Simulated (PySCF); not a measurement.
C2H5ClFNSi, SMILES C(/F)=C\[Si@@H](Cl)N. Atoms are numbered in the order given.

```xyz
11

N     -2.0798     0.5776    -1.0163
Si    -0.7541    -0.4291    -0.5901
Cl    -0.7528    -1.0984     1.4087
C      0.8165     0.5251    -0.8266
C      1.7448     0.6642     0.1255
F      2.8730     1.3571    -0.0593
H     -3.0083     0.1743    -1.1230
H     -2.1377     1.5200    -0.6355
H     -0.8581    -1.6552    -1.4125
H      1.0089     1.0060    -1.7935
H      1.6833     0.2407     1.1327
```

Geometry optimised at TPSSh-D3(BJ)/def2-SVP. The structure was generated by enumeration; whether it is a known compound was not checked. The values are those of a single conformer.

Level of theory: PySCF with PBE/pcSseg-1.

GIAO shieldings, no solvent; atoms listed in one row are averaged. δ = σ(ref) − σ: ¹⁵N against NH3 (σ = 267.0 ppm); ²⁹Si against TMS (σ = 335.4 ppm); ³⁵Cl against HCl (σ = 936.5 ppm); ¹³C against TMS (σ = 182.0 ppm); ¹⁹F against CFCl3 (σ = 133.6 ppm); ¹H against TMS (σ = 31.49 ppm), references at their B3LYP-D3(BJ)/def2-TZVP geometries, non-relativistic (without spin–orbit terms, shifts of atoms bonded to Cl or Br come out too high).

Problem. Estimate the chemical shifts. (Estimate from the structure and the level; the computed values follow.)

Solution. 
```json
[
 {"nucleus": "¹⁵N", "atoms": "N1", "count": "1", "δ (ppm)": "49.2"},
 {"nucleus": "²⁹Si", "atoms": "Si2", "count": "1", "δ (ppm)": "-12.8"},
 {"nucleus": "³⁵Cl", "atoms": "Cl3", "count": "1", "δ (ppm)": "76.6"},
 {"nucleus": "¹³C", "atoms": "C5", "count": "1", "δ (ppm)": "177.4"},
 {"nucleus": "¹³C", "atoms": "C4", "count": "1", "δ (ppm)": "104.0"},
 {"nucleus": "¹⁹F", "atoms": "F6", "count": "1", "δ (ppm)": "-76.7"},
 {"nucleus": "¹H", "atoms": "H11", "count": "1", "δ (ppm)": "7.27"},
 {"nucleus": "¹H", "atoms": "H9", "count": "1", "δ (ppm)": "5.81"},
 {"nucleus": "¹H", "atoms": "H10", "count": "1", "δ (ppm)": "5.46"},
 {"nucleus": "¹H", "atoms": "H7", "count": "1", "δ (ppm)": "1.61"},
 {"nucleus": "¹H", "atoms": "H8", "count": "1", "δ (ppm)": "1.38"}
]
```
